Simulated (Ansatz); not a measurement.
```yaml
crystal:
  periodic: [false, false, false]
  atoms:
    - {symbol: C, position_ang: [-0.404392, 1.085596, -0.191950]}
    - {symbol: O, position_ang: [0.339529, 0.467763, 0.845139]}
    - {symbol: Si, position_ang: [0.435266, -1.066801, 0.209909]}
    - {symbol: S, position_ang: [-0.679628, -0.283718, -1.419769]}
    - {symbol: H, position_ang: [0.165375, 1.893795, -0.653419]}
    - {symbol: H, position_ang: [-1.362032, 1.453553, 0.179949]}
    - {symbol: H, position_ang: [1.824424, -1.508069, -0.072223]}
    - {symbol: H, position_ang: [-0.226444, -2.099219, 1.046764]}
basis:
  gaussian: {orbitals: def2-mTZVPP}
hamiltonian: {xc: {name: PBE0}, dispersion: d4}
accuracy: high
```

```sh
$ ansatz run in.yaml --threads 2 --pin off --events-out ev --progress --plain --max-ram 4352MiB
```

Shortened log:

```
Functional definition: PBE0
  name "PBE0"
  cite "Adamo & Barone, J. Chem. Phys. 110, 6158 (1999) doi:10.1063/1.478522"
  cite "Perdew, Burke & Ernzerhof, Phys. Rev. Lett. 77, 3865 (1996) doi:10.1103/PhysRevLett.77.3865"
  parent pbe
  parameter a = 0.25
  parameter kappa = 0.804
  parameter beta = 0.06672455060314922
  exchange = (1 - a)*pbe_x(kappa = kappa, mu = beta*pi^2/3) + a*exact_x
  correlation = pbe_c(beta = beta)
2387 factors; integrals over basis functions are off by at most 3.8e-9 eV
mean field evaluation 1: about -21849.5825 eV, gradient 4.8e1 eV
mean field evaluation 2: about -21841.5962 eV, gradient 8.0e1 eV
mean field evaluation 4: about -21853.6430 eV, gradient 3.2e0 eV
mean field evaluation 8: about -21853.8903 eV, gradient 5.5e-1 eV
mean field evaluation 16: about -21853.8912 eV, gradient 4.6e-5 eV
mean field -21853.89116525 eV, -803.1156872235 hartree, gradient 5.3e-8 eV, S^2 0.000000; 0 other end points of the search recorded, 0 dependent functions left out
reference -21853.89116795 eV, -803.1156873226 hartree; 24, 24 occupied and 93, 93 virtual orbitals, 2387 factors
Total energy: -21854.04846847 eV, -803.1214680101 hartree
```

Hardware: 2 threads of an Arm Neoverse V1 on a shared host. Wall time 6.5 s, peak host memory 0.46 GiB.
